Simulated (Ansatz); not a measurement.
Consider the ligand exchange at the Si–C bond: `O[CH]([SiH3])[SnH3]` + `C[SiH2][TeH]` → `C[SiH2][Te][SiH3]` + `O[CH2][SnH3]`.

Program: Ansatz. Geometries: PBE0-D4/def2-TZVP. ΔE: electronic, gas phase. CCSD(T)/CBS is the MP2 limit (def2-TZVPP, def2-QZVPP) plus CCSD(T) − MP2 in def2-TZVPP, frozen cores. DFT in def2-TZVPP. B3LYP here is the variant with VWN-RPA as its local correlation; programs differ in this. Elements past krypton have def2 core potentials. For Sn, Te outer-core shells are correlated without core-valence functions, which leaves a few kJ/mol of doubt a bond. One conformer a species, not always the lowest.

`O[CH]([SiH3])[SnH3]`:

```xyz
12

O     0.948   -1.486   -0.572
C     0.243   -0.595    0.286
Si   -1.595   -0.742   -0.075
Sn    0.930    1.461    0.023
H     1.886   -1.451   -0.365
H     0.403   -0.841    1.345
H    -1.876   -0.359   -1.483
H    -2.297    0.204    0.836
H    -2.096   -2.122    0.165
H     2.630    1.345   -0.159
H     0.565    2.431    1.381
H     0.260    2.156   -1.383
```

`C[SiH2][TeH]`:

Cartesian coordinates in Å:
```
C 0.805 -0.798 0.514
Si -0.021 0.276 -0.770
Te -2.395 0.811 -0.194
H 1.829 -1.032 0.211
H 0.256 -1.732 0.645
H 0.842 -0.285 1.478
H -0.129 -0.427 -2.076
H 0.743 1.536 -0.964
H -1.929 1.653 1.156
```

`C[SiH2][Te][SiH3]`:

Z-matrix (Å, degrees):
```
C
Si 1 1.867
H 1 1.092 2 110.8
H 1 1.092 2 110.5 3 119.9
H 1 1.094 2 110.3 3 -119.9
Te 2 2.502 1 112.2 3 -60.2
H 2 1.486 1 111.1 3 -177.9
H 2 1.488 1 110.5 3 60.9
Si 6 2.489 2 91.3 1 73.3
H 9 1.485 6 110.9 2 62.6
H 9 1.486 6 111.1 2 -58.3
H 9 1.484 6 107.1 2 -177.6
```

`O[CH2][SnH3]`:

Cartesian coordinates in Å:
```
O -0.151 -1.488 -1.128
C -0.288 -0.959 0.175
Sn 0.409 1.096 0.320
H -0.724 -0.998 -1.723
H 0.329 -1.576 0.829
H -1.319 -1.024 0.542
H -0.306 1.959 -0.976
H -0.057 1.820 1.798
H 2.107 1.170 0.161
```

```csv
level,ΔE (kJ/mol),difference from CCSD(T)/CBS
PBE-D4,-73.7,-2.7
r2SCAN-D4,-72.6,-1.6
PBE0-D4,-76.1,-5.1
B3LYP-D4,-70.4,0.6
ωB97X-V,-69.0,2.0
ωB97M-V,-68.1,2.9
B2PLYP,-70.5,0.5
PBE,-73.1,-2.1
r2SCAN,-72.4,-1.4
PBE0,-75.5,-4.5
B3LYP,-69.4,1.6
HF/def2-TZVPP,-73.3,-2.3
MP2/def2-TZVPP,-74.6,-3.6
SCS-MP2/def2-TZVPP,-71.2,-0.2
CCSD/def2-TZVPP,-67.4,3.6
CCSD(T)/def2-TZVPP,-67.4,3.6
HF/def2-QZVPP,-73.0,-2.0
MP2/def2-QZVPP,-76.5,-5.5
SCS-MP2/def2-QZVPP,-73.1,-2.1
HF/CBS(def2),-72.9,-1.9
MP2/CBS(def2),-78.2,-7.2
CCSD/CBS(def2),-71.0,0.0
CCSD(T)/CBS,-71.0,0
```

Largest T1 diagnostic among the species: 0.013.
